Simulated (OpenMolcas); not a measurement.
Nb4+ (d1) in a complex was computed by CASSCF with the d shell active (OpenMolcas, ANO-RCC-VDZP on the metal). Its lowest spin-free states, and all those of the highest spin:

```csv
2S+1,Degeneracy,E (cm-1)
2,2,0.0
2,3,9788
```

Is the site octahedral, tetrahedral or cube-like, axial, or of lower symmetry?

The states with 2S+1 = 2 have orbital degeneracies 2, 3. Threefold states need a cubic site. For d1 at this spin an octahedron puts the threefold T2 below the twofold E and a tetrahedron or cube puts the twofold E below the threefold T2, so the site is a tetrahedron or a cube, which this pattern cannot tell apart. The first gap at this spin, 9790 cm-1, is |10Dq| in ligand-field theory. The run had Nb4+ with 4 ligands (chloride) in tetrahedral coordination (Td) at 2.31 Å. Ligand basis ANO-RCC-VDZP.

An orbital doublet at a regular site is open to a Jahn-Teller distortion, which this geometry leaves out. The least metal-like active orbital is 71 % on the metal (Löwdin) and no ligand orbital is active, so the numbers are rough. With metal d orbitals alone the field can be off either way by tens of per cent. Ligand-to-metal charge-transfer states are missing. No measured value stands beside these numbers; the geometry is a model, was not optimised and need not be the one that this ion takes.
